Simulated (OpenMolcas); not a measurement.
**OpenMolcas run: Ta I**

Input:

```
&GATEWAY
Coord
1

Ta 0.0 0.0 0.0
Basis=ANO-RCC-VDZ
Group=XYZ
NoMove
AngMom=0.0 0.0 0.0
AMFI
&SEWARD
&RASSCF
FileOrb=start.orb
Symmetry=1
Spin=6
nActEl=5 0 0
Inactive=15 19
Ras2=6 0
CIRoot=6 6 1
SDav=6
CIMx=300
Iter=120 100
PrWF=0.3
OrbListing=Nothing
MaxOrb=0
Atom
>>> COPY $Project.JobIph JOB001
&RASSCF
FileOrb=start.orb
Symmetry=1
Spin=4
nActEl=5 0 0
Inactive=15 19
Ras2=6 0
CIRoot=60 60 1
SDav=84
CIMx=300
Iter=120 100
PrWF=0.3
OrbListing=Nothing
MaxOrb=0
Atom
>>> COPY $Project.JobIph JOB002
&RASSCF
FileOrb=start.orb
Symmetry=1
Spin=2
nActEl=5 0 0
Inactive=15 19
Ras2=6 0
CIRoot=105 105 1
SDav=210
CIMx=300
Iter=120 100
PrWF=0.3
OrbListing=Nothing
MaxOrb=0
Atom
>>> COPY $Project.JobIph JOB003
&RASSI
NrOfJobIphs=3 5 10 35
1 2 3 4 5
1 2 3 4 5 6 7 8 9 10
1 2 3 4 5 6 7 8 9 10 11 12 13 14 15 16 17 18 19 20 21 22 23 24 25 26 27
28 29 30 31 32 33 34 35
IphNames
JOB001
JOB002
JOB003
EJob
SpinOrbit
DIPRint=1.0
SOCoupling=1000.0
Subsets=2
MEES
Property=10
'ANGMOM' 1 'ANGMOM' 2 'ANGMOM' 3 'MLTPL  1' 1 'MLTPL  1' 2 'MLTPL  1' 3
'AMFI' 1 'AMFI' 2 'AMFI' 3 'MLTPL  2' 6
SOProperty=3
'ANGMOM' 1 'ANGMOM' 2 'ANGMOM' 3
```

Launched by
```bash
OMP_NUM_THREADS=1 MOLCAS_MEM=2252 MOLCAS_PROJECT=a pymolcas a.inp > a.log  # once for each step of the input, in one work folder
```

A driver script runs the steps one by one and writes start.orb anew before each from the orbitals found so far.

Output, cut to the results:

```
--- SEWARD ---
Basis set label: TA.ANO-RCC...7S6P4D2F.

      Electronic valence basis set:
      ------------------
      Associated Effective Charge  73.000000 au
      Associated Actual Charge     73.000000 au
      Nuclear Model: Point charge

      Shell  nPrim  nBasis  Cartesian Spherical Contaminant
         s      24       7        X
         p      21       6        X
         d      15       4                 X
         f      11       2                 X
                  Relativistic Douglas-Kroll-Hess integrals:
                    - DKH order of Hamiltonian: 2
                    - DKH order of Properties : 0
                  Atomic mean-field integrals
--- RASSCF ---
Wave function specifications:
      -----------------------------

      Number of closed shell electrons          68
      Number of electrons in active shells       5
      Max number of holes in RAS1 space          0
      Max nr of electrons in RAS3 space          0
      Number of inactive orbitals               34
      Number of active orbitals                  6
      Number of secondary orbitals              19
      Spin quantum number                      2.5
      State symmetry                             1
Orbital specifications:
      -----------------------

      Symmetry species                           1   2
                                                ag  au
      Frozen orbitals                            0   0
      Inactive orbitals                         15  19
      Active orbitals                            6   0
      RAS1 orbitals                              0   0
      RAS2 orbitals                              6   0
      RAS3 orbitals                              0   0
      Secondary orbitals                         6  13
      Deleted orbitals                           0   0
      Number of basis functions                 27  32
      Number of CSFs                             6
      Number of root(s) required                 6
      Iter CI   SX   CI       RASSCF       Energy    max ROT     max BLB   max BLB  Level Ln srch  Step   QN
          iter iter root      energy       change     param      element    value   shift minimum  type update
 Nr of preliminary CI iterations:   1
      Total energies have been shifted. Add               -15000.00 au
        1   1    3    0  -589.85825376    0.00E+00   6.15E-07   17  20 2  1.02E-06   0.03   0.00    SX    NO
        2   1    2    0  -589.85825376   -3.27E-11   2.46E-07   17  20 2  2.69E-07   0.03   0.00    SX    NO
        3   1    2    0  -589.85825376   -7.28E-12   5.99E-08   15  26 2  1.00E-07   0.03   0.00    SX    NO
        4   1    2    0  -589.85825376    0.00E+00   2.17E-08   15  26 2 -1.02E-07   0.03   0.00    SX    NO
      Convergence after  4 iterations
        5   1    2    0  -589.85825376    5.46E-12   2.17E-08   15  26 2  1.12E-07   0.03   0.00    SX    NO
      Natural orbitals and occupation numbers for root  1
      sym 1:   1.000000   1.000000   0.000000   1.000000   1.000000   1.000000
      Natural orbitals and occupation numbers for root  2
      sym 1:   0.000000   1.000000   1.000000   1.000000   1.000000   1.000000
      Natural orbitals and occupation numbers for root  3
      sym 1:  -0.000000   1.000000   1.000000   1.000000   1.000000   1.000000
::    RASSCF root number  1 Total energy: -15589.87730095
::    RASSCF root number  2 Total energy: -15589.87730095
::    RASSCF root number  3 Total energy: -15589.87730095
::    RASSCF root number  4 Total energy: -15589.87730095
::    RASSCF root number  5 Total energy: -15589.87730095
::    RASSCF root number  6 Total energy: -15589.76301778
--- RASSCF ---
Wave function specifications:
      -----------------------------

      Number of closed shell electrons          68
      Number of electrons in active shells       5
      Max number of holes in RAS1 space          0
      Max nr of electrons in RAS3 space          0
      Number of inactive orbitals               34
      Number of active orbitals                  6
      Number of secondary orbitals              19
      Spin quantum number                      1.5
      State symmetry                             1
Orbital specifications:
      -----------------------

      Symmetry species                           1   2
                                                ag  au
      Frozen orbitals                            0   0
      Inactive orbitals                         15  19
...
--- RASSI ---
SPIN-FREE ENERGIES:
  (Shifted by EMIN (a.u.) =     -15589.8849925599)

 SF State       Relative EMIN(au)   Rel lowest level(eV)    D:o, cm**(-1)      L_eff

     6             0.0000000000        0.0000000000              0.0000         3.0
     7             0.0000000000        0.0000000000              0.0000         3.0
     8             0.0000000000        0.0000000000              0.0000         3.0
     9             0.0000000000        0.0000000000              0.0000         3.0
    10             0.0000000000        0.0000000000              0.0000         3.0
    11             0.0000000000        0.0000000000              0.0000         3.0
    12             0.0000000000        0.0000000000              0.0000         3.0
     3             0.0076916064        0.2092992728           1688.1125         2.0
     4             0.0076916064        0.2092992728           1688.1125         2.0
     5             0.0076916064        0.2092992728           1688.1125         2.0
     1             0.0076916064        0.2092992728           1688.1125         2.0
     2             0.0076916064        0.2092992728           1688.1125         2.0
    13             0.0166152293        0.4521234220           3646.6213         1.0
    14             0.0166152293        0.4521234220           3646.6213         1.0
    15             0.0166152293        0.4521234220           3646.6213         1.0
    16             0.0362422854        0.9862028262           7954.2622         4.0
    17             0.0362422854        0.9862028262           7954.2622         4.0
    18             0.0362422854        0.9862028262           7954.2622         4.0
    19             0.0362422854        0.9862028262           7954.2622         4.0
    20             0.0362422854        0.9862028262           7954.2622         4.0
    21             0.0362422854        0.9862028262           7954.2622         4.0
...
```

Levels above the lowest, from the spin-orbit matrix, grouped by J:

```tsv
Configuration	Term	J	E (cm-1)	Measured (cm-1)	Term weight %	Second
5d3 6s2	4F	3/2	0.0	0.0	93	6 2D
5d3 6s2	4F	5/2	1607	2010	96	3 2D
5d4 6s	6D	1/2	2553		80	19 5d3 6s2 4P
5d4 6s	6D	3/2	3197		84	15 5d3 6s2 4P
5d3 6s2	4F	7/2	3347	3964	93	4 5d4 6s 6D
5d4 6s	6D	5/2	4320		96	4 5d3 6s2 4P
5d3 6s2	4F	9/2	4859	5621	81	9 5d4 6s 6D
5d4 6s	6D	7/2	5609		96	4 5d3 6s2 4F
5d3 6s2	4P	1/2	5916	6049	76	20 5d4 6s 6D
5d3 6s2	4P	3/2	6118	6069	71	16 5d4 6s 6D
5d4 6s	6D	9/2	7104		90	8 5d3 6s2 4F
5d3 6s2	4P	5/2	8392	9253	94	4 5d4 6s 6D
5d3 6s2	2G	7/2	10522		94	3 4F
5d3 6s2	2D	3/2	11316		66	18 2P
5d3 6s2	2G	9/2	11684		58	32 2H
5d3 6s2	2D	5/2	13405		95	3 4F
5d3 6s2	2P	1/2	13511		95	5 4P
```

Against the 6 measured excited levels shown (NIST Handbook of Basic Atomic Spectroscopic Data) the mean absolute deviation is 470 cm-1; the largest miss in energy is 5d3 6s2 4P 5/2: computed 8392, measured 9253 cm-1 (-9.3 %), and the largest in proportion 5d3 6s2 4F 5/2 (-20.1 %).

Some high roots are left out of the spin-orbit mixing, which shifts the levels that they would mix with. Without dynamic correlation excited terms often stand tens of per cent too high (terms of higher spin than the ground term too low), and those without a measured partner can miss by more than the paired ones. Configurations are named by rounded mean occupations; where the s occupation lies near a half they are strongly mixed, a name can repeat and a true partner stay unpaired. A single d shell beside an s shell can misplace configurations of different d count against each other. Computed and measured levels are paired by configuration, term and J; levels that our copy of the source lacks, or whose pairing is in doubt (as where it misses far off the trend of its configuration), stay unpaired and out of the deviations. Levels of configurations outside the active space are missing. The first state left out of the spin-orbit step lies near 17000 cm-1 above the lowest spin-free state of the reference (among the parities and spins computed), and the list stops at four fifths of that energy or lower.

The term weight is that of the spin-free term in the level, not the purity of its configuration.
